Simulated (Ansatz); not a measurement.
A run for Ansatz (a first-principles code): R-CCSD(T)/aug-cc-pVDZ on CH4O2 (a complex), monomers drawn apart or pushed together.

Ansatz 0.2 input:
```yaml
crystal:
  periodic: [false, false, false]
  atoms:
    - {symbol: O, position_ang: [0.27470414, -0.11455422, 0.53960396]}
    - {symbol: H, position_ang: [-0.46269598, -0.44100008, 1.07826482]}
    - {symbol: H, position_ang: [-0.04261553, -0.11150345, -0.36776118]}
    - {symbol: C, position_ang: [-0.27837945, -0.30801185, 3.40212361]}
    - {symbol: O, position_ang: [-1.15731467, -0.73210942, 2.69672898]}
    - {symbol: H, position_ang: [0.64181793, 0.12947026, 2.97955095]}
    - {symbol: H, position_ang: [-0.36088969, -0.34117296, 4.50320723]}
basis:
  gaussian:
    orbitals: aug-cc-pVDZ
magnetization: {spin_polarized: false}
correlation: {method: ccsd_t, electrons: outside_noble_gas}
scf: {lower_state_search: off}
```

The head of its log:

```
WARN ansatz: RAYON_NUM_THREADS=2 ignored (pool sized by the plan → 2); use --threads N
Functional definition: HF
these checks for a lower state are left out or cut short: stability, starts, cluster_reference, orbital_swaps, neighbouring_geometries, increment
integrals: 0.15 GiB planned
1010 factors; integrals over basis functions are off by at most 7.5e-4 eV
mean field: 0.20 GiB planned
mean field evaluation 1: about -5164.7138 eV, gradient 4.3e1 eV
mean field evaluation 2: about -5164.7146 eV, gradient 4.3e1 eV
mean field evaluation 4: about -5168.2349 eV, gradient 3.2e0 eV
mean field evaluation 8: about -5168.2706 eV, gradient 3.7e-1 eV
mean field -5168.27181152 eV, -189.9304858930 hartree, gradient 2.4e-6 eV, S^2 0.000000; 0 other end points of the search recorded, 0 dependent functions left out
3 core orbitals not correlated
reference -5168.27181152 eV, -189.9304858930 hartree; 10, 10 occupied and 92, 92 virtual orbitals, 1010 factors
```

**Question.** Predict the final total energy.

**Answer.** -190.5260 hartree (reference determinant -189.9305, T1 diagnostic 0.016).
